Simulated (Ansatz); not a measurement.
(AgI)2 ring (Ag₂I₂). Total charge 0; singlet. Geometry PBE0-D4/def2-SVP; atoms count from 1.

```xyz
4

Ag   -1.325    0.168   -0.451
I     0.769    0.025   -2.251
Ag    1.325   -0.169    0.451
I    -0.769   -0.024    2.251
```

In the def2 sets Ag, I take a core potential; there is no spin–orbit coupling.

(1) Estimate the Mulliken populations from the PBE0/def2-TZVP orbitals of Ansatz.

(2) And the Mayer bond orders between heavy atoms (over 0.3)?

## Answers

(1) 
```json
{"atom": "Ag1", "charge (e)": "0.32", "d electrons": "9.93"}
{"atom": "I2", "charge (e)": "-0.32", "d electrons": "–"}
{"atom": "Ag3", "charge (e)": "0.32", "d electrons": "9.93"}
{"atom": "I4", "charge (e)": "-0.32", "d electrons": "–"}
```
Mulliken values depend strongly on the basis.

(2) Ag1–I2 0.60 (2.77 Å); Ag1–I4 0.60 (2.77 Å); I2–Ag3 0.60 (2.77 Å); Ag3–I4 0.60 (2.77 Å).
